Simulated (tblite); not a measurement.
C7H13P.
Bonds: C1–C2, C2–C3 (triple), C3–P4, P4–C5, P4–C6, C6–C7, C6–C8. Hydrogens: H9, H10, H11 on C1; H12, H13, H14 on C5; H15 on C6; H16, H17, H18 on C7; H19, H20, H21 on C8.

Computed with GFN2-xTB (tblite), gas phase: L-BFGS steps from a force-field or distance-geometry start until the largest atomic force falls under 0.01 eV/Å.

Step 24: E = -654.8261 eV
```
atom  x, y, z in Å  |  force x, y, z in eV/Å
C1      3.8120   -1.2598    0.1956   -0.005  -0.022  -0.004
C2      2.4839   -0.7496   -0.0727   -0.002   0.013  -0.044
C3      1.3772   -0.3329   -0.3106    0.028   0.004   0.018
P4     -0.1067    0.3952   -0.9368   -0.038   0.023  -0.026
C5      0.2249    2.0992   -0.2812    0.002   0.015  -0.037
C6     -1.3450   -0.2533    0.3434   -0.121  -0.024   0.014
C7     -2.3261    0.8168    0.8222    0.007  -0.017   0.009
C8     -2.1021   -1.3927   -0.3400    0.021   0.005  -0.028
H9      4.1840   -1.7526   -0.7034    0.041  -0.037   0.029
H10     3.8044   -1.9760    1.0175   -0.068  -0.004  -0.017
H11     4.4919   -0.4468    0.4543   -0.069   0.030  -0.012
H12    -0.6331    2.7412   -0.4769    0.031  -0.021   0.061
H13     0.4546    2.0736    0.7825    0.005   0.064  -0.010
H14     1.0781    2.4948   -0.8313    0.023   0.009   0.058
H15    -0.7968   -0.6529    1.2061    0.021   0.050  -0.035
H16    -3.1308    0.3466    1.3911    0.059   0.023  -0.036
H17    -1.8336    1.5361    1.4750   -0.045   0.003  -0.058
H18    -2.7783    1.3523   -0.0164    0.083  -0.104   0.065
H19    -2.7999   -1.8777    0.3422    0.029   0.040   0.009
H20    -2.6591   -1.0019   -1.1904   -0.044  -0.016   0.018
H21    -1.4085   -2.1426   -0.7159    0.044  -0.034   0.025
```

Step 25: E = -654.8282 eV
```
atom  x, y, z in Å  |  force x, y, z in eV/Å
C1      3.8067   -1.2604    0.1962   -0.030  -0.006  -0.010
C2      2.4774   -0.7521   -0.0758    0.020   0.005  -0.043
C3      1.3735   -0.3321   -0.3204    0.008   0.002   0.021
P4     -0.1132    0.4003   -0.9387    0.009   0.014  -0.035
C5      0.2300    2.1015   -0.2818   -0.002  -0.003  -0.029
C6     -1.3464   -0.2522    0.3438   -0.090  -0.026   0.011
C7     -2.3286    0.8136    0.8253   -0.006   0.015   0.010
C8     -2.0968   -1.3943   -0.3399    0.007  -0.013  -0.036
H9      4.1817   -1.7533   -0.7025    0.036  -0.024   0.057
H10     3.7984   -1.9756    1.0200   -0.065   0.015  -0.042
H11     4.4821   -0.4428    0.4554   -0.074  -0.001  -0.018
H12    -0.6243    2.7477   -0.4773    0.024  -0.002   0.055
H13     0.4594    2.0753    0.7816    0.004   0.057   0.003
H14     1.0870    2.4901   -0.8308    0.015   0.016   0.050
H15    -0.7943   -0.6503    1.2034    0.034   0.041  -0.003
H16    -3.1332    0.3480    1.3960    0.048  -0.023  -0.016
H17    -1.8382    1.5362    1.4734   -0.001   0.022  -0.010
H18    -2.7826    1.3502   -0.0088    0.053  -0.084  -0.014
H19    -2.7936   -1.8828    0.3393    0.001   0.035   0.040
H20    -2.6530   -1.0070   -1.1913   -0.059  -0.006  -0.005
H21    -1.4011   -2.1431   -0.7128    0.067  -0.034   0.014
```

Step 26: E = -654.8299 eV
```
atom  x, y, z in Å  |  force x, y, z in eV/Å
C1      3.8021   -1.2607    0.1963   -0.044   0.006  -0.016
C2      2.4727   -0.7536   -0.0789    0.020   0.000  -0.047
C3      1.3703   -0.3315   -0.3268   -0.015   0.004   0.016
P4     -0.1181    0.4040   -0.9405    0.040   0.001  -0.027
C5      0.2342    2.1030   -0.2828    0.000  -0.013  -0.005
C6     -1.3489   -0.2517    0.3443   -0.014  -0.017  -0.004
C7     -2.3304    0.8113    0.8280   -0.006   0.027   0.007
C8     -2.0926   -1.3960   -0.3405   -0.007  -0.028  -0.027
H9      4.1804   -1.7541   -0.7010    0.033  -0.018   0.064
H10     3.7923   -1.9750    1.0211   -0.060   0.022  -0.045
H11     4.4733   -0.4395    0.4559   -0.064  -0.017  -0.017
H12    -0.6171    2.7524   -0.4767    0.011   0.019   0.040
H13     0.4631    2.0774    0.7806    0.003   0.044   0.013
H14     1.0944    2.4866   -0.8296    0.009   0.022   0.034
H15    -0.7918   -0.6471    1.2011    0.035   0.028   0.015
H16    -3.1340    0.3483    1.3995    0.021  -0.056   0.012
H17    -1.8417    1.5367    1.4723    0.034   0.035   0.026
H18    -2.7851    1.3472   -0.0033    0.015  -0.052  -0.085
H19    -2.7886   -1.8859    0.3376   -0.017   0.023   0.054
H20    -2.6496   -1.0111   -1.1923   -0.057  -0.008  -0.019
H21    -1.3939   -2.1439   -0.7101    0.063  -0.020   0.008
```

**Question.** Estimate the geometry and energy of step 27. (The exact step hangs on the optimiser's Hessian estimate; all steps are aligned on step 26, rigid shifts and turns removed.)

**Answer.** E = -654.8316 eV, largest force 0.136 eV/Å
```
atom  x, y, z in Å  |  force x, y, z in eV/Å
C1      3.7971   -1.2612    0.1962   -0.046   0.014  -0.020
C2      2.4685   -0.7550   -0.0832    0.006  -0.003  -0.053
C3      1.3675   -0.3308   -0.3330   -0.037   0.005   0.010
P4     -0.1220    0.4078   -0.9428    0.051  -0.012  -0.008
C5      0.2380    2.1044   -0.2835    0.004  -0.014   0.026
C6     -1.3515   -0.2515    0.3446    0.071   0.001  -0.022
C7     -2.3321    0.8096    0.8306    0.002   0.025  -0.003
C8     -2.0891   -1.3982   -0.3415   -0.019  -0.033  -0.005
H9      4.1803   -1.7556   -0.6981    0.030  -0.016   0.053
H10     3.7854   -1.9742    1.0214   -0.057   0.018  -0.030
H11     4.4636   -0.4367    0.4561   -0.043  -0.019  -0.009
H12    -0.6102    2.7573   -0.4750   -0.003   0.036   0.020
H13     0.4666    2.0807    0.7800    0.002   0.022   0.021
H14     1.1013    2.4841   -0.8276    0.005   0.027   0.016
H15    -0.7887   -0.6437    1.1991    0.027   0.015   0.021
H16    -3.1344    0.3478    1.4029   -0.001  -0.075   0.034
H17    -1.8444    1.5380    1.4713    0.054   0.035   0.045
H18    -2.7868    1.3429    0.0001   -0.021  -0.021  -0.133
H19    -2.7841   -1.8882    0.3372   -0.024   0.009   0.053
H20    -2.6476   -1.0152   -1.1933   -0.042  -0.019  -0.021
H21    -1.3863   -2.1452   -0.7073    0.041   0.004   0.004
```

The energy changes by -0.0017 eV. The first-order estimate −F·Δx gives -0.0023 eV and the mean of the old and new forces, exact on a quadratic surface, -0.0017 eV. The step makes an angle of 70° with the force vector and moves no atom by more than 0.010 Å.

The cost below is that of the whole relaxation. Hardware: Intel Xeon Platinum 8375C at 2.90 GHz, one thread, no GPU, shared host with 64 logical CPUs at a one-minute load of 34. Cost: 1.4 s of wall time.
